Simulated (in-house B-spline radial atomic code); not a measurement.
Ionisation energies along the 65-electron series, configuration [Kr] 4d10 4f14 5s2 5p3, as differences of self-consistent energies. Dirac energy differences include first-order Breit, QED and recoil terms. NIST's values go from ground level to ground level; the uncertainty of those that are theory runs from under 0.1 % in few-electron ions to several per cent in heavy many-electron ones. Computed with an all-electron radial atomic-structure program (B-spline basis): Dirac-Hartree-Fock, average of the configuration, finite nuclei.

```
  ion     configuration after  ionisation energy (eV)  IE/(q+1)² (eV)  Breit and QED recoil part (eV)  tabulated value (eV)    tabulated kind  computed minus tabulated (eV)
  W9+  [Kr] 4d10 4f14 5s2 5p2                   180.6          1.8056                        -0.19771                   179    semi-empirical                            1.6
Re10+  [Kr] 4d10 4f14 5s2 5p2                   206.1          1.7034                        -0.22299                   208  tabulated theory                           -1.9
Os11+  [Kr] 4d10 4f14 5s2 5p2                       ?               ?                               ?                     ?  tabulated theory                              ?
Ir12+  [Kr] 4d10 4f14 5s2 5p2                   261.2          1.5456                        -0.28037                   264  tabulated theory                           -2.8
Pt13+  [Kr] 4d10 4f14 5s2 5p2                   290.7          1.4832                        -0.31251                   293  tabulated theory                           -2.3
Au14+  [Kr] 4d10 4f14 5s2 5p2                       ?               ?                               ?                     ?  tabulated theory                              ?
Hg15+  [Kr] 4d10 4f14 5s2 5p2                   353.6          1.3812                        -0.38389                   357  tabulated theory                           -3.4
Tl16+  [Kr] 4d10 4f14 5s2 5p2                   387.0           1.339                        -0.42325                   392  tabulated theory                           -5.0
```

Task: Fill in the row of Os11+.

Result: ionisation energy (eV): 233.0; IE/(q+1)² (eV): 1.618; Breit and QED recoil part (eV): -0.25054; tabulated value (eV): 235; computed minus tabulated (eV): -2.0.

Task: Fill in the row of Au14+.

Result: ionisation energy (eV): 321.5; IE/(q+1)² (eV): 1.4289; Breit and QED recoil part (eV): -0.347; tabulated value (eV): 324; computed minus tabulated (eV): -2.5.

Where a p, d or f electron is removed, the computed value is a mean over both j, so it misses the tabulated one by a part of the spin-orbit splitting; averaging over terms and missing correlation add to the gap, relatively most at low charge.
